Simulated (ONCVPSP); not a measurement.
## An all-electron radial function and its pseudo partner (beryllium (Be))

Columns: radius, all-electron u(r) and pseudo u(r) of the 2s shell (level -9.46 eV) of beryllium in the configuration [He] 2s1.5; LDA (Perdew-Wang 92), scalar-relativistic, ONCV scheme, ONCVPSP 4.0.1.

| r (bohr) | all-electron | pseudo |
| --- | --- | --- |
| 0.108 | -0.2218 | 0.0396 |
| 0.215 | -0.2751 | 0.0787 |
| 0.322 | -0.2399 | 0.1179 |
| 0.430 | -0.1589 | 0.1584 |
| 0.538 | -0.0575 | 0.2007 |
| 0.645 | 0.0485 | 0.2448 |
| 0.752 | 0.1516 | 0.2907 |
| 0.860 | 0.2481 | 0.3375 |
| 0.968 | 0.3346 | 0.3836 |
| 1.075 | 0.4095 | 0.4276 |
| 1.182 | 0.4734 | 0.4699 |
| 1.290 | 0.5271 | 0.5108 |
| 1.398 | 0.5705 | 0.5498 |
| 1.505 | 0.6041 | 0.5853 |
| 1.612 | 0.6291 | 0.6157 |
| 1.720 | 0.6465 | 0.6390 |
| 1.828 | 0.6568 | 0.6538 |
| 1.935 | 0.6609 | 0.6602 |
| 2.042 | 0.6598 | 0.6598 |
| 2.150 | 0.6541 | 0.6541 |
| 2.258 | 0.6445 | 0.6445 |
| 2.365 | 0.6317 | 0.6317 |
| 2.472 | 0.6163 | 0.6163 |
| 2.580 | 0.5987 | 0.5987 |
| 2.688 | 0.5793 | 0.5793 |
| 2.795 | 0.5588 | 0.5588 |

How many radial nodes do the two functions have?

The all-electron 2s function has n − l − 1 = 1; the pseudo-wave has 0, since the states of the same l below it are removed with the core.

At about which radius was the pseudo-wave matched?

2.15 bohr. The columns agree to 0.0005 from 2.04 bohr on; several derivatives are matched, so the curves merge somewhat inside the radius.

Where does each function peak?

Outermost all-electron maximum near 1.94 bohr, pseudo maximum near 1.94 bohr (to the table’s step).

Is the pseudo-wave norm-conserving?

Yes: the ONCV scheme keeps the norm inside the radius equal to the all-electron one, which fixes the energy derivative of the logarithmic derivative at the level.
